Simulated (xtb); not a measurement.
Job for xtb: GFN1-xTB on C2H6Ge (a complex), monomers drawn apart or pushed together.

```
$ xtb mol.xyz --gfn 1 --sp --chrg 0 --uhf 0
9

C      0.60878869     0.32711738    -0.00530544
C     -0.56063943     0.07344282    -0.02098709
H      1.64718112     0.55186810     0.01357255
H     -1.59899138    -0.15205459    -0.03260470
Ge    -0.02673749    -0.21409866     4.26795222
H     -0.96207208     0.93672863     3.87350159
H      1.39922862     0.08995551     3.78756111
H     -0.51718592    -1.52356198     3.63566299
H     -0.02294721    -0.36155591     5.79958135
```

It printed:

```
[...]
           -------------------------------------------------
          |                Calculation Setup                |
           -------------------------------------------------



molecular fragmentation (1/2 indicates fragments):
111122222
# atoms in fragment 1/2:     4     5
 fragment masses (1/2) :       26.04       76.66
CMA distance (Bohr)    :   8.129
constraining FC (au)   :  0.0500

           -------------------------------------------------
          |                 G F N 1 - x T B                 |
           -------------------------------------------------

        Reference                      10.1021/acs.jctc.7b00118
      * Hamiltonian:
        H0-scaling (s, p, d)           1.850000    2.250000    2.000000
        zeta-weighting                 0.000000
      * Dispersion:
        s8                             2.400000
        a1                             0.630000
        a2                             5.000000
        s9                             0.000000
      * Repulsion:
        kExp                           1.500000
        rExp                           1.000000
      * Coulomb:
        alpha                          2.000000
        third order                    atomic
        anisotropic                    false
      * Halogen bond correction:
        rad-scale                      1.300000
        damping                        0.440000


          ...................................................
          :                      SETUP                      :
          :.................................................:
          :  # basis functions                  30          :
          :  # atomic orbitals                  29          :
          :  # shells                           19          :
          :  # electrons                        18          :
          :  # halogen bonds                     0          :
          :  max. iterations                   250          :
          :  Hamiltonian                  GFN1-xTB          :
          :  restarted?                      false          :
          :  GBSA solvation                  false          :
          :  PC potential                    false          :
          :  electronic temp.          300.0000000     K    :
          :  accuracy                    1.0000000          :
          :  -> integral cutoff          0.2500000E+02      :
          :  -> integral neglect         0.1000000E-07      :
          :  -> SCF convergence          0.1000000E-05 Eh   :
          :  -> wf. convergence          0.2000000E-04 e    :
          :  Broyden damping             0.4000000          :
          :  net charge                          0          :
          :  unpaired electrons                  0          :
          ...................................................

 iter      E             dE          RMSdq      gap      omega  full diag
   1     -9.0767031 -0.907670E+01  0.721E+00    6.55       0.0  T
   2     -9.1868912 -0.110188E+00  0.388E+00    4.25       1.0  T
   3     -9.1886548 -0.176362E-02  0.163E+00    6.70       1.0  T
   4     -9.1971916 -0.853678E-02  0.204E-01    6.09       1.0  T
   5     -9.1973297 -0.138132E-03  0.406E-02    6.10       1.0  T
   6     -9.1973314 -0.167158E-05  0.174E-02    6.09       1.9  T
   7     -9.1973315 -0.987736E-07  0.117E-03    6.07      28.6  T
   8     -9.1973315 -0.379227E-08  0.400E-04    6.07      83.3  T
   9     -9.1973315 -0.668591E-09  0.882E-05    6.07     378.1  T
  10     -9.1973315 -0.387175E-10  0.283E-05    6.07    1178.3  T

   *** convergence criteria satisfied after 10 iterations ***

         #    Occupation            Energy/Eh            Energy/eV
      -------------------------------------------------------------
         1        2.0000           -0.6654493             -18.1078
       ...           ...                  ...                  ...
         3        2.0000           -0.5998027             -16.3215
         4        2.0000           -0.5500682             -14.9681
         5        2.0000           -0.4838144             -13.1653
         6        2.0000           -0.4834815             -13.1562
         7        2.0000           -0.4823474             -13.1253
         8        2.0000           -0.4799983             -13.0614
         9        2.0000           -0.4792058             -13.0399 (HOMO)
        10                         -0.2559843              -6.9657 (LUMO)
        11                         -0.2545715              -6.9272
        12                         -0.2414322              -6.5697
        13                         -0.2348241              -6.3899
        14                         -0.2307824              -6.2799
       ...                                ...                  ...
        29                          1.4780231              40.2191
      -------------------------------------------------------------
                  HL-Gap            0.2232215 Eh            6.0742 eV
             Fermi-level           -0.3675950 Eh          -10.0028 eV

 SCC (total)                   0 d,  0 h,  0 min,  0.009 sec
 SCC setup                      ...        0 min,  0.000 sec (  1.319%)
 Dispersion                     ...        0 min,  0.000 sec (  0.789%)
 classical contributions        ...        0 min,  0.000 sec (  0.400%)
 integral evaluation            ...        0 min,  0.002 sec ( 26.838%)
 iterations                     ...        0 min,  0.002 sec ( 28.232%)
 molecular gradient             ...        0 min,  0.003 sec ( 39.887%)
 printout                       ...        0 min,  0.000 sec (  2.393%)

         :::::::::::::::::::::::::::::::::::::::::::::::::::::
         ::                     SUMMARY                     ::
         :::::::::::::::::::::::::::::::::::::::::::::::::::::
         :: total energy              -9.025317572556 Eh    ::
         :: gradient norm              0.029959064218 Eh/a0 ::
         :: HOMO-LUMO gap              6.074167474773 eV    ::
         ::.................................................::
         :: SCC energy                -9.197331495143 Eh    ::
         :: -> electrostatic           0.021703099282 Eh    ::
         :: repulsion energy           0.173954637046 Eh    ::
         :: dispersion energy         -0.001940714459 Eh    ::
         :: halogen bond corr.         0.000000000000 Eh    ::
         :: add. restraining           0.000000000000 Eh    ::
         :: total charge               0.000000000000 e     ::
         :::::::::::::::::::::::::::::::::::::::::::::::::::::

           -------------------------------------------------
          |                Property Printout                |
           -------------------------------------------------

    * Orbital Energies and Occupations

         #    Occupation            Energy/Eh            Energy/eV
      -------------------------------------------------------------
         1        2.0000           -0.6654493             -18.1078
         2        2.0000           -0.6473792             -17.6161
         3        2.0000           -0.5998027             -16.3215
         4        2.0000           -0.5500682             -14.9681
         5        2.0000           -0.4838144             -13.1653
         6        2.0000           -0.4834815             -13.1562
         7        2.0000           -0.4823474             -13.1253
         8        2.0000           -0.4799983             -13.0614
         9        2.0000           -0.4792058             -13.0399 (HOMO)
        10                         -0.2559843              -6.9657 (LUMO)
        11                         -0.2545715              -6.9272
        12                         -0.2414322              -6.5697
        13                         -0.2348241              -6.3899
Note: The following floating-point exceptions are signalling: IEEE_DENORMAL
normal termination of xtb
        14                         -0.2307824              -6.2799
        15                         -0.2088591              -5.6833
        16                         -0.2008677              -5.4659
        17                         -0.1032132              -2.8086
        18                         -0.0998537              -2.7172
        19                         -0.0848681              -2.3094
        20                         -0.0834542              -2.2709
       ...                                ...                  ...
        29                          1.4780231              40.2191
      -------------------------------------------------------------
                  HL-Gap            0.2232215 Eh            6.0742 eV
             Fermi-level           -0.3675950 Eh          -10.0028 eV

  Mulliken/CM5 charges         n(s)   n(p)   n(d)
     1C    -0.04607 -0.09991   1.098  2.949  0.000
     2C    -0.04617 -0.10000   1.097  2.949  0.000
     3H     0.07035  0.12415   0.930  0.000  0.000
     4H     0.07044  0.12424   0.930  0.000  0.000
     5Ge    0.09771 -0.13824   1.450  2.199  0.253
     6H    -0.03642  0.02277   1.036  0.000  0.000
     7H    -0.03708  0.02203   1.037  0.000  0.000
     8H    -0.03649  0.02269   1.036  0.000  0.000
     9H    -0.03627  0.02226   1.036  0.000  0.000

Wiberg/Mayer (AO) data.
largest (>0.10) Wiberg bond orders for each atom

 ---------------------------------------------------------------------------
     #   Z sym  total        # sym  WBO       # sym  WBO       # sym  WBO
 ---------------------------------------------------------------------------
     1   6 C    3.987 --     2 C    2.974     3 H    0.972
     2   6 C    3.987 --     1 C    2.974     4 H    0.971
     3   1 H    0.992 --     1 C    0.972
     4   1 H    0.992 --     2 C    0.971
     5  32 Ge   3.774 --     9 H    0.920     7 H    0.920     8 H    0.920
                             6 H    0.920
     6   1 H    0.995 --     5 Ge   0.920
     7   1 H    0.995 --     5 Ge   0.920
     8   1 H    0.995 --     5 Ge   0.920
     9   1 H    0.995 --     5 Ge   0.920
 ---------------------------------------------------------------------------

Topologies differ in total number of bonds
Writing topology from bond orders to xtbtopo.mol

 dipole moment from electron density (au)
     X       Y       Z
  -0.0015   0.0187  -0.1952  total (Debye):    0.499


           -------------------------------------------------
          | TOTAL ENERGY               -9.025317572556 Eh   |
          | GRADIENT NORM               0.029959064218 Eh/α |
          | HOMO-LUMO GAP               6.074167474773 eV   |
           -------------------------------------------------

------------------------------------------------------------------------
------------------------------------------------------------------------
 total:
 SCF:
```

The run finished.

Cost: roughly 0.04 core-seconds.
